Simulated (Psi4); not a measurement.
Cl2Mg (SMILES [Cl][Mg][Cl]), singlet, geometry from GFN2-xTB (such geometries of metal compounds can be far from the true shape); Psi4 with PBE/def2-SV(P).

Here is a job for Psi4.
```
memory 2 GB

molecule {
0 1
  Mg    0.19399681    0.27820801    0.27282162
  Cl    1.38743119    0.24793396   -1.48450411
  Cl   -1.52437011   -0.44431609    1.29192414
}

set basis def2-sv(p)
set damping_percentage 20

energy('pbe')
print_variables()
```

It wrote (shortened):

```
   => Loading Basis Set <=

    Name: DEF2-SV(P)
    Role: ORBITAL
    Keyword: BASIS

         ---------------------------------------------------------
                                   SCF
               by Justin Turney, Rob Parrish, Andy Simmonett
                          and Daniel G. A. Smith
                              RKS Reference
         ---------------------------------------------------------

  ==> Geometry <==

    Molecular point group: cs
    Full point group: Cs

    Geometry (in Angstrom), charge = 0, multiplicity = 1:

       Center              X                  Y                   Z               Mass
    ------------   -----------------  -----------------  -----------------  -----------------
         MG          -0.322458703668     0.297180929401     0.000000000000    23.985041697000
         CL          -1.272743689656    -1.602912306257     0.000000000000    34.968852682000
         CL           1.493917244401     1.399076708674     0.000000000000    34.968852682000

  Running in cs symmetry.

  Rotational constants: A =      2.72161  B =      0.05785  C =      0.05665 [cm^-1]
  Rotational constants: A =  81591.85218  B =   1734.30427  C =   1698.20743 [MHz]
  Nuclear repulsion =  139.088055437191315

  Charge       = 0
  Multiplicity = 1
  Electrons    = 46
  Nalpha       = 23
  Nbeta        = 23

  ==> Algorithm <==

  SCF Algorithm Type is DF.
  DIIS enabled.
  MOM disabled.
  Fractional occupation disabled.
  Guess Type is SAD.
  Energy threshold   = 1.00e-06
  Density threshold  = 1.00e-06
  Integral threshold = 1.00e-12

  ==> Primary Basis <==

  Basis Set: DEF2-SV(P)
    Blend: DEF2-SV(P)
    Number of shells: 24
    Number of basis functions: 54
    Number of Cartesian functions: 57
    Spherical Harmonics?: true
    Max angular momentum: 2

  ==> DFT Potential <==

   => LibXC <=

    Version 7.1.2
    S. Lehtola, C. Steigemann, M. J. T. Oliveira, and M. A. L. Marques,  SoftwareX 7, 1–5 (2018) (10.1016/j.softx.2017.11.002)

   => Composite Functional: PBE <=

    PBE GGA Exchange-Correlation Functional

    J.P. Perdew et. al., Phys. Rev. Lett., 77(18), 3865-3868, 1996

    Deriv               =              1
    GGA                 =           TRUE
    Meta                =          FALSE

    Exchange Hybrid     =          FALSE
    MP2 Hybrid          =          FALSE

   => Exchange Functionals <=

    1.0000     XC_GGA_X_PBE

   => Correlation Functionals <=

    1.0000     XC_GGA_C_PBE

   => LibXC Density Thresholds  <==

    XC_GGA_C_PBE:  1.00E-12
    XC_GGA_X_PBE:  1.00E-15

   => Molecular Quadrature <=

    Radial Scheme          =       TREUTLER
    Pruning Scheme         =           NONE
    Nuclear Scheme         =       TREUTLER

    Blocking Scheme        =         OCTREE
    BS radius alpha        =              1
    Pruning alpha          =              1
    Radial Points          =             75
    Spherical Points       =            302
    Total Points           =          65105
    Total Blocks           =            588
    Max Points             =            254
    Max Functions          =             52
    Weights Tolerance      =       1.00E-15

   => Loading Basis Set <=

    Name: (DEF2-SV(P) AUX)
    Role: JKFIT
    Keyword: DF_BASIS_SCF

  ==> Integral Setup <==

  SCF_SUBTYPE=INCORE selected. In-core MEM_DF algorithm will be used.
  Using in-core AOs.

  ==> MemDFJK: Density-Fitted J/K Matrices <==

    J tasked:                   Yes
    K tasked:                    No
    wK tasked:                   No
    Algorithm:                 Core
    Schwarz Cutoff:           1E-12
    Mask sparsity (%):       7.0645
    Fitting Condition:        1E-10

   => Auxiliary Basis Set <=

  Basis Set: (DEF2-SV(P) AUX)
    Blend: DEF2-UNIVERSAL-JKFIT
    Number of shells: 110
    Number of basis functions: 368
    Number of Cartesian functions: 447
    Spherical Harmonics?: true
    Max angular momentum: 4

  Minimum eigenvalue in the overlap matrix is 1.7925403851E-02.
  Reciprocal condition number of the overlap matrix is 5.5692034928E-03.
    Using symmetric orthogonalization.

  ==> Pre-Iterations <==

  SCF Guess: Superposition of Atomic Densities via on-the-fly atomic UHF (no occupation information).

   -------------------------
    Irrep   Nso     Nmo
   -------------------------
     A'        39      39
     A"        15      15
   -------------------------
    Total      54      54
   -------------------------

  ==> Iterations <==

                           Total Energy        Delta E     RMS |[F,P]|

   @DF-RKS iter SAD: -1119.46165464994283   -1.11946e+03   0.00000e+00
   @DF-RKS iter   1: -1119.66164679202643   -1.99992e-01   1.00167e-02 DIIS/ADIIS
   @DF-RKS iter   2: -1119.55790448819903    1.03742e-01   1.37420e-02 DIIS/ADIIS/DAMP=20%
   @DF-RKS iter   3: -1118.84631179868848    7.11593e-01   1.94556e-03 DIIS/ADIIS/DAMP=20%
   @DF-RKS iter   4: -1119.65741544263301   -8.11104e-01   1.31010e-03 DIIS/ADIIS/DAMP=20%
   @DF-RKS iter   5: -1119.69887701902803   -4.14616e-02   5.33373e-04 DIIS/ADIIS/DAMP=20%
   @DF-RKS iter   6: -1119.72851012595629   -2.96331e-02   2.49558e-04 DIIS/ADIIS/DAMP=20%
   @DF-RKS iter   7: -1119.74115511897207   -1.26450e-02   8.84512e-05 DIIS/DAMP=20%
   @DF-RKS iter   8: -1119.75118991121190   -1.00348e-02   4.00256e-05 DIIS/DAMP=20%
   @DF-RKS iter   9: -1119.75436255756244   -3.17265e-03   1.57384e-05 DIIS/DAMP=20%
   @DF-RKS iter  10: -1119.75556254446587   -1.19999e-03   3.60178e-06 DIIS/DAMP=20%
   @DF-RKS iter  11: -1119.75669053196543   -1.12799e-03   2.16480e-06 DIIS/DAMP=20%
   @DF-RKS iter  12: -1119.75672187752730   -3.13456e-05   9.61561e-07 DIIS/DAMP=20%
   @DF-RKS iter  13: -1119.75689349057961   -1.71613e-04   2.75111e-07 DIIS/DAMP=20%
   @DF-RKS iter  14: -1119.75687746144331    1.60291e-05   1.14793e-07 DIIS/DAMP=20%
   @DF-RKS iter  15: -1119.75687431275696    3.14869e-06   2.65010e-08 DIIS/DAMP=20%
   @DF-RKS iter  16: -1119.75687750802581   -3.19527e-06   1.26498e-08 DIIS/DAMP=20%
   @DF-RKS iter  17: -1119.75687815725132   -6.49226e-07   1.21411e-08 DIIS/DAMP=20%
  Energy and wave function converged.

  ==> Post-Iterations <==

   Electrons on quadrature grid:
      Ntotal   =   45.9999976069 ; deviation = -2.393e-06

    Orbital Energies [Eh]
    ---------------------

    Doubly Occupied:

       1Ap  -100.616055     2Ap  -100.616040     3Ap   -46.298682
       4Ap    -9.151459     5Ap    -9.151445     6Ap    -6.977541
       7Ap    -6.977523     1App   -6.973701     2App   -6.973691
       8Ap    -6.973608     9Ap    -6.973606    10Ap    -3.007433
       3App   -1.802023    11Ap    -1.801986    12Ap    -1.798985
      13Ap    -0.716015    14Ap    -0.711963    15Ap    -0.332959
      16Ap    -0.307727    17Ap    -0.281157     4App   -0.280828
       5App   -0.273873    18Ap    -0.272265

    Virtual:

      19Ap    -0.102740     6App   -0.027531    20Ap    -0.002286
      21Ap     0.047144    22Ap     0.057335     7App    0.125847
      23Ap     0.127258     8App    0.172809    24Ap     0.176481
      25Ap     0.192019     9App    0.203262    26Ap     0.301997
      27Ap     0.314368    28Ap     0.644061    29Ap     0.680054
      30Ap     0.729587    10App    0.730122    31Ap     0.732194
      11App    0.740574    12App    0.744024    32Ap     0.752989
      13App    0.754382    33Ap     0.762335    34Ap     0.764673
      35Ap     0.787979    14App    0.922526    36Ap     0.990196
      37Ap     0.998732    15App    1.016742    38Ap     1.170795
      39Ap     1.225256

    Final Occupation by Irrep:
             Ap   App
    DOCC [    18,    5 ]
    NA   [    18,    5 ]
    NB   [    18,    5 ]

  @DF-RKS Final Energy: -1119.75687815725132

   => Energetics <=

    Nuclear Repulsion Energy =            139.0880554371913149
    One-Electron Energy =               -1827.7997888107272502
    Two-Electron Energy =                 641.5090218054126581
    DFT Exchange-Correlation Energy =     -72.5541665891279877
    Empirical Dispersion Energy =           0.0000000000000000
    VV10 Nonlocal Energy =                  0.0000000000000000
    Total Energy =                      -1119.7568781572513217

Computation Completed

Properties will be evaluated at   0.000000,   0.000000,   0.000000 [a0]

Properties computed using the SCF density matrix

 Multipole Moments:

 ------------------------------------------------------------------------------------
     Multipole            Electronic (a.u.)      Nuclear  (a.u.)        Total (a.u.)
 ------------------------------------------------------------------------------------

 L = 1.  Multiply by 2.5417464519 to convert [e a0] to [Debye]
 Dipole X            :         -0.5511337           -0.2070271           -0.7581608
 Dipole Y            :          0.5079299            0.1907981            0.6987280
 Dipole Z            :          0.0000000            0.0000000            0.0000000
 Magnitude           :                                                    1.0310328

 ------------------------------------------------------------------------------------

  Variable Map:
  ----------------------------------------------------------------------------
  "CURRENT ENERGY"              =>   -1119.756878157251
  "CURRENT REFERENCE ENERGY"    =>   -1119.756878157251
  "DD SOLVATION ENERGY"         =>       0.000000000000
  "DFT FUNCTIONAL TOTAL ENERGY" =>   -1119.756878157251
  "DFT TOTAL ENERGY"            =>   -1119.756878157251
  "DFT VV10 ENERGY"             =>       0.000000000000
  "DFT XC ENERGY"               =>     -72.554166589128
  "GRID ELECTRONS ALPHA"        =>      22.999998803447
  "GRID ELECTRONS BETA"         =>      22.999998803447
  "GRID ELECTRONS TOTAL"        =>      45.999997606894
  "NUCLEAR REPULSION ENERGY"    =>     139.088055437191
  "ONE-ELECTRON ENERGY"         =>   -1827.799788810727
  "PCM POLARIZATION ENERGY"     =>       0.000000000000
  "PE ENERGY"                   =>       0.000000000000
  "SCF ITERATION ENERGY"        =>   -1119.756878157251
  "SCF ITERATIONS"              =>      17.000000000000
  "SCF TOTAL ENERGY"            =>   -1119.756878157251
  "TWO-ELECTRON ENERGY"         =>     641.509021805413
  "XC GRID RADIAL POINTS"       =>      75.000000000000
  "XC GRID SPHERICAL POINTS"    =>     302.000000000000
  "XC GRID TOTAL POINTS"        =>   65105.000000000000

  Array Variable Map:
  ----------------------------------------------------------------------------
  "CURRENT DIPOLE"              =>      -0.758160784420 ... 0.000000000000 1 by 3
  "SCF DIPOLE"                  =>      -0.758160784420 ... 0.000000000000 1 by 3
  "SCF TOTAL ENERGIES"          =>   -1119.461654649943 ... -1119.756878157251 1 by 18
```
